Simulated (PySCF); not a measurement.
Fractional electron number in Mn⁺ (manganese, charge +1)

The 4s alpha orbital of [Ar] 3d5 4s1 is emptied in steps (occupation f), with all orbitals relaxed, ending at [Ar] 3d5. Computed with PySCF 2.14 in aug-cc-pVTZ (8s7p5d3f2g, 93 functions), with the non-relativistic Hamiltonian (point nucleus). The exact energy is a straight line in f; departures are measured from the line between the end points of the same method.

```csv
f,B3LYP (eV)
1,0.000
0.75,-0.545
0.5,-0.727
0.25,-0.544
0,0.000
```

```tsv
method	E(f=0) − E(f=1) (eV)	−ε at f=1 (eV)	−ε at f=0.5 (eV)
B3LYP	15.929	13.028	15.931
```

Orbital energy along the path (eV):

```csv
f,B3LYP
1,-13.028
0.75,-14.475
0.5,-15.931
0.25,-17.386
0,-18.819
```

Reference removal energy between the ground levels: 15.640 eV (measured; NIST Atomic Spectra Database, ionization energies).
